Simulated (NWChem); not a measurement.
## Worked example: ideal-gas entropy of C2H5AlBN (SMILES B[C]1=C[NH][AlH]1)

A singlet with charge 0, relaxed at HF/6-31G* (spherical functions) (NWChem 7.3.0):

```xyz
10

B     0.2837    2.3299    0.0000
C     0.1650    0.8291    0.0000
C    -1.0503    0.1666    0.0000
N    -0.9512   -1.1901    0.0000
Al    0.8892   -0.9451    0.0000
H    -0.7047    3.0138    0.0000
H     1.3390    2.8933    0.0000
H    -2.0226    0.6421    0.0000
H    -1.7654   -1.7588    0.0000
H     2.0659   -1.9912    0.0000
```

Harmonic wavenumbers in cm⁻¹: 212, 248, 261, 405, 523, 523, 578, 601, 622, 765, 938, 1077, 1122, 1167, 1227, 1326, 1411, 1453, 1614, 2063, 2638, 2702, 3305, 3897.

Masses in u: B 10.81, C 12.011, N 14.007, Al 26.982, H 1.008. Take T = 298.15 K, p = 1 bar, R = 8.3145 J/(mol K), kT/hc = 207.22 cm⁻¹, rigid rotor and harmonic oscillator.

Problem. Compute the standard molar entropy.

Solution. 
1. Translation (Sackur–Tetrode): S = R[3/2 ln M + 5/2 ln T − 1.1517] with M = 80.861 gives 163.6 J/(mol K).
2. Rotation: principal moments 62.274, 136.280, 198.554 u Å² give A, B, C = 0.2707, 0.1237, 0.0849 cm⁻¹; the symmetry number is σ = 1; q = (√π/σ)√((kT/hc)³/ABC) = 99161; S = R(ln q + 3/2) = 108.1.
3. Vibration: with u = ν̃/207.22, each mode gives R[u/(eᵘ − 1) − ln(1 − e⁻ᵘ)]; the sum is 40.0, most from 212 cm⁻¹ (8.5), 248 cm⁻¹ (7.3), 261 cm⁻¹ (6.9).
4. Spin: R ln 1 = 0.0.
5. Sum: 163.6 + 108.1 + 40.0 + 0.0 = 311.7 J/(mol K).

No measured value is set beside it here. Where a soft mode is a torsion, a harmonic oscillator describes it poorly. Unscaled Hartree–Fock wavenumbers run high.
